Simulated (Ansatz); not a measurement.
Gas-phase electronic energies from Ansatz, PBE0-D4/def2-TZVP geometries. CCSD(T)/CBS is the MP2 limit (def2-TZVPP, def2-QZVPP) plus CCSD(T) − MP2 in def2-TZVPP, frozen cores. This one scheme is used for every species. DFT in def2-TZVPP. B3LYP here is the variant with VWN-RPA as its local correlation; programs differ in this. Each species was taken in one conformer, which may not be the lowest.

Consider the ligand exchange at the Si–Cl bond: `CS[SiH](Cl)Cl` + CH₃OH → `CO[SiH](Cl)SC` + HCl.

`CS[SiH](Cl)Cl`:

Cartesian coordinates in Å:
```
C 0.258 -0.656 1.367
S 1.325 0.295 0.245
Si -0.032 0.695 -1.305
Cl -0.760 -1.027 -2.142
Cl -1.657 1.750 -0.639
H -0.583 -0.051 1.704
H -0.098 -1.564 0.883
H 0.877 -0.922 2.223
H 0.670 1.480 -2.336
```

CH₃OH:

```xyz
6

C    -0.095    0.170   -0.298
O    -0.144   -0.823    0.700
H    -0.879   -0.062   -1.020
H     0.865    0.182   -0.830
H    -0.287    1.174    0.101
H     0.540   -0.640    1.346
```

`CO[SiH](Cl)SC`:

Cartesian coordinates in Å:
```
C 1.552 -0.145 2.305
O 0.391 0.228 1.593
Si 0.097 -0.114 0.035
Cl 1.631 0.583 -1.157
S -1.730 0.824 -0.414
C -1.856 0.298 -2.150
H 1.429 0.180 3.339
H 2.440 0.336 1.885
H 1.696 -1.230 2.292
H 0.064 -1.571 -0.232
H -1.074 0.757 -2.753
H -1.813 -0.787 -2.241
H -2.828 0.641 -2.503
```

HCl:

Cartesian coordinates in Å:
```
Cl -0.209 0.199 -0.570
H 0.209 -0.199 0.570
```

```csv
level,ΔE (kJ/mol),difference from CCSD(T)/CBS
r2SCAN-D4,-4.7,2.1
PBE0-D4,0.5,7.3
B3LYP-D4,-8.0,-1.2
PBE,3.7,10.5
B3LYP,-6.4,0.4
HF/def2-TZVPP,-13.1,-6.3
MP2/def2-TZVPP,-7.7,-0.9
CCSD/def2-TZVPP,-12.6,-5.8
CCSD(T)/def2-TZVPP,-11.6,-4.8
MP2/CBS(def2),-2.9,3.9
CCSD(T)/CBS,-6.8,0
```

Largest T1 diagnostic among the species: 0.011.
